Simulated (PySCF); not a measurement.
C₆H₇NS.
SMILES with atom numbers: `[CH3:1][S:2][c:3]1[cH:4][cH:5][n:6][cH:7][cH:8]1` (hydrogens: H9, H10, H11 on C1; H12 on C4; H13 on C5; H14 on C7; H15 on C8)

Geometry (PBE0-D3(BJ)/def2-SVP, Å), atoms numbered from 1 in this order:
```
atom  x, y, z in Å
C1     2.7767    0.3293   -0.1382
S2     1.7270   -1.1221   -0.2972
C3     0.1140   -0.4734   -0.0753
C4    -0.9599   -1.3741   -0.1409
C5    -2.2513   -0.8912    0.0322
N6    -2.5452    0.3889    0.2599
C7    -1.5246    1.2366    0.3203
C8    -0.1873    0.8719    0.1631
H9     2.6926    0.7849    0.8591
H10    3.8044   -0.0335   -0.2746
H11    2.5598    1.0755   -0.9162
H12   -0.7874   -2.4372   -0.3245
H13   -3.0979   -1.5860   -0.0169
H14   -1.7731    2.2883    0.5075
H15    0.5888    1.6346    0.2288
```

Computed at PBE0/pcSseg-1 (PySCF, non-relativistic), with Q(33S) = −0.0678 b, Q(14N) = 0.02044 b: S2, 33S (I = 3/2): χzz = 43.14 MHz, η = 0.762; N6, 14N (I = 1): χzz = -5.246 MHz, η = 0.297.

Q: Find the zero-field quadrupole resonance frequencies of 33S at S2.

A: From ν = (|χ|/2)√(1 + η²/3): ν = 23.57 MHz (sulfide sulfur).

Q: Find the zero-field quadrupole resonance frequencies of 14N at N6.

A: From ν± = (3/4)|χ|(1 ± η/3) and ν0 = |χ|η/2: ν+ 4.324 MHz, ν− 3.545 MHz, ν0 0.779 MHz (pyridine-type nitrogen).

In a crystal, neighbours and librations shift these lines. Isolated species at its PBE0-D3(BJ)/def2-SVP geometry (one conformer only). A larger basis could move these couplings by a tenth or more.

The run behind these numbers computed NMR shieldings as well. Time: 25 s wall. Hardware: one thread, x86-64 server (shared host).
